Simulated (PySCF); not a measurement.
Telling isomers of C₆H₁₄Si₂ apart by NMR

- coordinates at the PBE0-D3(BJ)/def2-SVP level
- GIAO PBE0/pcSseg-1 shieldings
- program: PySCF 2.14.0 with density-fitted response routines
- averaged over atoms made equivalent by symmetry, fast rotation or ring inversion, in vacuum, a single conformation, non-relativistic

References, each an isolated molecule treated in the same way: ¹H (σ = 31.27 ppm), ¹³C (σ = 184.41 ppm) against TMS. Where no couplings were computed, multiplicities follow the n + 1 count of equivalent neighbours, and m marks all less simple cases (inequivalent or close neighbours, rings, F or P nearby). Shifts are as computed. Against solution values, carbons near 30 ppm lie about +2 ppm off and those near 130 ppm about +5 ppm. Of 1211 compounds with measured shifts, 218 miss one by over three times the rms of a fit or turn the order of signals round; such compounds aren't used in these exercises.

(1) Tabulate the signals of `C1C[SiH]2CC[SiH]1CC2`, `[SiH3]/C=C(/[SiH3])C1CCC1` and their relative energies.

(2) What is the quickest way to tell C1C[SiH]2CC[SiH]1CC2 from [SiH3]/C=C(/[SiH3])C1CCC1?

Results:

(1) 
```json
{"SMILES": "C1C[SiH]2CC[SiH]1CC2", "carbon types": "6×CH2", "δC": "4.6", "δH": "3.98 (m, 2H), 0.90 (m, 12H)", "E rel. (kcal/mol)": "0.0"}
{"SMILES": "[SiH3]/C=C(/[SiH3])C1CCC1", "carbon types": "1×C 2×CH 3×CH2", "δC": "174.3, 142.2, 46.1, 30.5, 20.6", "δH": "6.52 (q, 1H), 4.28 (s, 3H), 4.15 (d, 3H), 3.10 (m, 1H), 2.07 (m, 2H), 2.03 (m, 2H), 1.90 (m, 1H), 1.71 (m, 1H)", "E rel. (kcal/mol)": "59.3"}
```

Energies are electronic energies at PBE0/pcSseg-1 on these geometries, without zero-point or thermal terms, each for the one conformer computed, which needn't be the lowest.

(2) Count the carbon signals: 1 against 5. The first has an sp3 CH2 bonded to Si at 4.6 ppm, the second a fully substituted alkene carbon (C) at 174.3 ppm. In the proton spectra the most deshielded non-exchanging signals are 3.98 (m, 2H) and 6.52 (q, 1H).
